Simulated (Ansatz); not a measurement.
Total energies of `I[SiH](I)I`.

Cartesian coordinates in Å:
```
I 0.1135 -1.4943 1.8493
Si 0.1218 -0.0453 -0.0967
I -1.9540 -0.2642 -1.3335
I 0.4867 2.2622 0.5581
H 1.2321 -0.4584 -0.9773
```

Charge 0, multiplicity 1. Correlated methods include outer-core shells of I, which these sets cover unevenly. I takes the def2 core potential. Geometry: relaxed with PBE0-D4/def2-TZVP. Basis def2-TZVPP, Ansatz.

RPA on PBE orbitals: Hartree–Fock energy of these orbitals -1179.58303 Eh, correlation -2.03810 Eh (frozen core).

```
 functional  energy without D4 (Eh)  D4 term (kJ/mol)
LDA (SPW92)             -1180.95023                 –
        PBE             -1183.16579             -27.1
```

Problem. Give the same for revPBE, BLYP, r2SCAN, B97M-V, PBE0, B3LYP, r2SCANh, r2SCAN0, HSE06 (plane-wave form), BHLYP, CAM-B3LYP, LC-ωPBE, ωB97X-V, ωB97M-V, B2PLYP, PBE-QIDH. (Estimate.)

Solution. Computed: 
```csv
functional,energy without D4 (Eh),D4 term (kJ/mol)
revPBE,-1183.41062,-53.3
BLYP,-1183.17420,-55.6
r2SCAN,-1183.67597,-5.4
B97M-V,-1183.22817,–
PBE0,-1183.27232,-23.7
B3LYP,-1183.64983,-45.5
r2SCANh,-1183.64432,-6.3
r2SCAN0,-1183.59779,-7.2
HSE06 (plane-wave form),-1183.26148,-23.1
BHLYP,-1183.20284,-48.2
CAM-B3LYP,-1183.35960,-25.7
LC-ωPBE,-1183.36333,–
ωB97X-V,-1183.26831,–
ωB97M-V,-1183.28014,–
B2PLYP,-1182.72846,–
PBE-QIDH,-1182.73188,–
```

B3LYP takes the VWN-RPA correlation (the form of Gaussian; ORCA's B3LYP/G). HSE06 is the plane-wave form, built on full-range PBE exchange. The double hybrids freeze the cores in their second-order part.

LC-ωPBE has ω = 0.4 bohr⁻¹.
